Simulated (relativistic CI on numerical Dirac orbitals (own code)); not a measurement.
## Magnetism of Nd3+, 4f3, in a crystal field

Calculated by Dirac-Coulomb-Breit CI, orbitals from a KLI potential per configuration, a model potential for QED, one configuration in a parametric crystal field, unscaled Slater integrals (own radial code). With so little scaling, terms lie 10 to 35 % too far apart, which can change the order of excited levels.

Field parameters in Wybourne normalisation; cubic f-shell fields have B⁴₄ = √(5/14) B⁴₀ and B⁶₄ = −√(7/2) B⁶₀. The field is a parameter set, without covalency.

S is read from ⟨S²⟩ = S(S + 1).

Powder χT (cm³ K mol⁻¹) by Van Vleck's formula, with temperature-independent terms:

| Field | 2 K | 5 K | 10 K | 20 K | 50 K | 100 K | 200 K | 300 K |
| --- | --- | --- | --- | --- | --- | --- | --- | --- |
| D3d, B20 = 2370, B40 = 370, B43 = -1490, B60 = 610, B63 = -400, B66 = -640 cm⁻¹ | 1.01 | 1.02 | 1.03 | 1.05 | 1.13 | 1.24 | 1.42 | 1.54 |
| D3d, B20 = 1510, B40 = -1020, B43 = -1960, B60 = 310, B63 = 200, B66 = -90 cm⁻¹ | 0.723 | 0.835 | 0.99 | 1.15 | 1.33 | 1.47 | 1.58 | 1.64 |
| D3h, B20 = -310, B40 = -880, B60 = -30, B66 = 150 cm⁻¹ | 0.598 | 0.675 | 0.803 | 1.05 | 1.44 | 1.6 | 1.67 | 1.7 |
| D4h, B20 = -710, B40 = -1130, B44 = -1420, B60 = 600, B64 = 290 cm⁻¹ | 0.717 | 0.734 | 0.762 | 0.817 | 0.982 | 1.22 | 1.5 | 1.61 |
| Oh, B40 = 870, B60 = 310 cm⁻¹ | 0.809 | 0.827 | 0.856 | 0.916 | 1.09 | 1.33 | 1.55 | 1.64 |
| Oh, B40 = 860, B60 = 710 cm⁻¹ | 0.707 | 0.716 | 0.731 | 0.761 | 0.849 | 0.998 | 1.26 | 1.44 |

Q: For D3h, B20 = -310, B40 = -880, B60 = -30, B66 = 150 cm⁻¹: what effective moment follows at 300 K?

A: μ_eff = √(8χT) = 3.68 μB. The LS value g√(J(J + 1)) of the free ion's 4I°_9/2 level is 3.62 μB.
